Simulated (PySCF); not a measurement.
The multiplicity is imposed and other spin states were not computed.

B3LYP has the VWN-RPA correlation part, as in Gaussian. 

# [Cd(CH3)(OCH3)] (charge 0, multiplicity 1)

Method: B3LYP-D3(BJ)/def2-TZVP // r2SCAN-D4/def2-SVP (PySCF 2.14.0).

```
Property                                                       Result
-------------------------------------  ------------------------------
HOMO                                                         -6.55 eV
dipole moment                                                  2.10 D
HOMO–LUMO gap                                                 5.69 eV
LUMO                                                         -0.86 eV
charge on the central atom (Mulliken)                          0.73 e
total energy                                             -322.9302 Ha
cost                                   around 90 core-seconds (rough)
```

```xyz
10

Cd    -0.0174    -0.1373     0.0072
C      1.7497    -1.1651     0.4227
H      2.6092    -0.4812     0.3565
H      1.8902    -1.9806    -0.3020
H      1.7118    -1.5927     1.4354
O     -1.6100     0.9790    -0.3459
C     -2.8486     0.5039    -0.7762
H     -2.8179    -0.0088    -1.7631
H     -3.5476     1.3562    -0.8916
H     -3.3333    -0.2017    -0.0656
```
Charge 0, spin multiplicity 1.
